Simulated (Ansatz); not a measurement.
Reaction (atomization): `O=[CH][GeH2][SeH]` → C• + Ge• + 4 H• + O• + Se•

Gas-phase electronic energies from Ansatz, PBE0-D4/def2-TZVP geometries. CCSD(T)/CBS is the MP2 limit (def2-TZVPP, def2-QZVPP) plus CCSD(T) − MP2 in def2-TZVPP, frozen cores. This one scheme is used for every species, atoms too. DFT in def2-TZVPP. No spin–orbit coupling; open shells (•) take unrestricted orbitals. Spin–orbit coupling would lower the free atoms: a little for C, O; clearly for Ge, Se. Bonds to Ge, Se are less sure, by a few kJ/mol each and by 10 to 20 or more in all where they break to atoms, as the def2 sets lack core-valence functions. Scalar relativity is left out up to krypton. One conformer a species, not always the lowest.

CCSD(T)/CBS gives +2589.1 kJ/mol.

Task: Another level gave +2569.8 kJ/mol. Which?
A. r2SCAN/def2-TZVPP
B. PBE0-D4/def2-TZVPP
C. PBE0/def2-TZVPP
D. HF/def2-TZVPP

Result: B. PBE0-D4 2569.8, HF/def2-TZVPP 1738.2, PBE0 2555.1, r2SCAN 2590.1 kJ/mol.

Largest T1 diagnostic among the species: 0.013.

The D4 term adds +28.0 kJ/mol with B3LYP and +14.7 kJ/mol with PBE0; it sums over pairs of atoms, weighted by their polarisabilities, and B3LYP, whose exchange is more repulsive, gets the larger term. From PBE to PBE0 (25 % exact exchange), in def2-TZVPP and without D4, ΔE moves by −71.1 kJ/mol: exact exchange takes away binding that semilocal exchange gives to molecules. In def2-TZVPP, CCSD(T) changes the Hartree–Fock value by +782.6 kJ/mol (the triples alone add +54.0 kJ/mol) and MP2 by +819.6 kJ/mol; breaking electron pairs costs correlation energy, which Hartree–Fock lacks.

B3LYP here is the variant with VWN-RPA as its local correlation; programs differ in this.

For atomizations the MP2-based limit and the directly extrapolated one differ by several kJ/mol either way, and by 10 to 25 for some Ge, Se and Sn compounds, so smaller differences from it don't rank the levels.
